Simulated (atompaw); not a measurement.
Reading a pseudo-wave (Pt)

Columns: radius, all-electron u(r) and pseudo u(r) of the 5d shell (level -5.27 eV) of platinum in the configuration [Xe] 4f14 5d9.5 6s0.5 6p0; PBE, scalar-relativistic, PAW (atompaw) scheme, atompaw 4.2.0.5.

```json
{"r (bohr)": "0.108", "all-electron": "0.2593", "pseudo": "0.0005"}
{"r (bohr)": "0.215", "all-electron": "-0.0788", "pseudo": "0.0035"}
{"r (bohr)": "0.323", "all-electron": "-0.3712", "pseudo": "0.0117"}
{"r (bohr)": "0.431", "all-electron": "-0.3215", "pseudo": "0.0269"}
{"r (bohr)": "0.538", "all-electron": "-0.0897", "pseudo": "0.0503"}
{"r (bohr)": "0.646", "all-electron": "0.1808", "pseudo": "0.0826"}
{"r (bohr)": "0.754", "all-electron": "0.4164", "pseudo": "0.1236"}
{"r (bohr)": "0.862", "all-electron": "0.5944", "pseudo": "0.1721"}
{"r (bohr)": "0.969", "all-electron": "0.7137", "pseudo": "0.2258"}
{"r (bohr)": "1.077", "all-electron": "0.7854", "pseudo": "0.2833"}
{"r (bohr)": "1.185", "all-electron": "0.8193", "pseudo": "0.3413"}
{"r (bohr)": "1.292", "all-electron": "0.8256", "pseudo": "0.3964"}
{"r (bohr)": "1.400", "all-electron": "0.8130", "pseudo": "0.4471"}
{"r (bohr)": "1.508", "all-electron": "0.7877", "pseudo": "0.4901"}
{"r (bohr)": "1.615", "all-electron": "0.7549", "pseudo": "0.5235"}
{"r (bohr)": "1.723", "all-electron": "0.7173", "pseudo": "0.5465"}
{"r (bohr)": "1.831", "all-electron": "0.6775", "pseudo": "0.5583"}
{"r (bohr)": "1.938", "all-electron": "0.6375", "pseudo": "0.5593"}
{"r (bohr)": "2.046", "all-electron": "0.5976", "pseudo": "0.5505"}
{"r (bohr)": "2.154", "all-electron": "0.5589", "pseudo": "0.5333"}
{"r (bohr)": "2.262", "all-electron": "0.5218", "pseudo": "0.5097"}
{"r (bohr)": "2.369", "all-electron": "0.4868", "pseudo": "0.4822"}
{"r (bohr)": "2.477", "all-electron": "0.4534", "pseudo": "0.4522"}
{"r (bohr)": "2.585", "all-electron": "0.4220", "pseudo": "0.4219"}
{"r (bohr)": "2.692", "all-electron": "0.3928", "pseudo": "0.3928"}
{"r (bohr)": "2.800", "all-electron": "0.3653", "pseudo": "0.3653"}
```

Question: How many radial nodes do the two functions have?

Answer: The all-electron 5d function has n − l − 1 = 2; the pseudo-wave has 0, since the states of the same l below it are removed with the core.

Question: Is the pseudo-wave norm-conserving?

Answer: No, it belongs to a PAW set: the norm inside the radius is not constrained, and the difference is carried by the augmentation charge.
